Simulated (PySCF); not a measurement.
Gas-phase reaction: 3 Ge2H6 + 2 SiH4 + i-Si4H10 = 6 H3SiGeH3

Energies from PySCF, thermal terms from the rigid-rotor harmonic-oscillator model, ideal gas at 1 bar. † marks an energy on the PBE0/def2-TZVP geometry and frequencies. CCSD(T) freezes the core. All species are closed-shell singlets. Ge: all electrons, no relativistic terms. CCSD(T) isn't extrapolated to the basis-set limit.

ωB97X-V/def2-TZVP† gives ΔH°(298 K) = 15 kJ.

Q: What do M06-2X/def2-TZVP†, PBE0/def2-SVP†, CCSD(T)/def2-SVP† give?

A: M06-2X/def2-TZVP†: 23 kJ; PBE0/def2-SVP†: 14 kJ; CCSD(T)/def2-SVP†: 25 kJ. For scale, ΔH°(298 K) is 15 kJ at this level, 13 kJ at ωB97M-V/def2-TZVP†, and runs from 4 to 28 kJ over the 17 levels computed.
